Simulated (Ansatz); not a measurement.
Program: Ansatz. Geometries: PBE0-D4/def2-TZVP. ΔE: electronic, gas phase. CCSD(T)/CBS is the MP2 limit (def2-TZVPP, def2-QZVPP) plus CCSD(T) − MP2 in def2-TZVPP, frozen cores. This one scheme is used for every species. DFT in def2-TZVPP. B3LYP here is the variant with VWN-RPA as its local correlation; programs differ in this. One conformer a species, not always the lowest.

Consider the hydrogenolysis of the Si–Cl bond: `CN[Si](F)(Cl)OC` + H₂ → `CN[SiH](F)OC` + HCl.

(1) Is it downhill or uphill in electronic energy at CCSD(T)/CBS, and by how much? (An estimate is asked.)

(2) What do these levels give: PBE, B3LYP, HF/def2-QZVPP, MP2/def2-QZVPP, MP2/CBS(def2), CCSD/CBS(def2)? (Best estimate.)

Largest T1 diagnostic among the species: 0.011.

Answers

(1) Ansatz gave: Uphill: ΔE = +0.91 eV.

(2) Ansatz gave: PBE 0.84, B3LYP 0.79, HF/def2-QZVPP 0.76, MP2/def2-QZVPP 0.98, MP2/CBS(def2) 1.00, CCSD/CBS(def2) 0.87 eV.

The D4 term adds +0.12 eV with B3LYP and +0.06 eV with PBE0; it sums over pairs of atoms, weighted by their polarisabilities, and B3LYP, whose exchange is more repulsive, gets the larger term. In def2-TZVPP, CCSD(T) changes the Hartree–Fock value by +0.10 eV (the triples alone add +0.04 eV) and MP2 by +0.19 eV.
